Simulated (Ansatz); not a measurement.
Mulliken charges of `C#[C][Ti]([Cl])([Cl])[C]#C` from B3LYP/def2-TZVPP in Ansatz (PBE0-D4/def2-TZVP geometry).

```tsv
atom	x (Å)	y (Å)	z (Å)	charge (e)
C1	0.468	-2.396	1.237	-0.079
C2	0.348	-1.531	0.391	-0.384
Ti3	0.152	-0.101	-0.989	0.801
Cl4	-1.420	-0.657	-2.373	-0.191
Cl5	2.067	0.228	-1.948	-0.191
C6	-0.387	1.558	-0.017	-0.384
C7	-0.713	2.563	0.585	-0.079
H8	0.573	-3.153	1.982	0.253
H9	-0.999	3.443	1.116	0.253
```

Question: By hand: the dipole of these point charges (1 e Å = 4.8032 D).

Answer: Σ q r = (-0.075, 0.051, 0.529) e Å, of length 0.537 e Å = 2.58 D.

Question: How does the dipole of the full density compare? (Best estimate.)

Answer: Ansatz gave: (-0.056, 0.038, 0.395) e Å, 1.92 D; the point charges give 1.34 times that, at 0° from its direction.

Point charges leave out the atoms' own dipoles, such as those of lone pairs, and Mulliken's split depends on the basis, so the two needn't agree.

B3LYP here is the variant with VWN-RPA as its local correlation; programs differ in this.
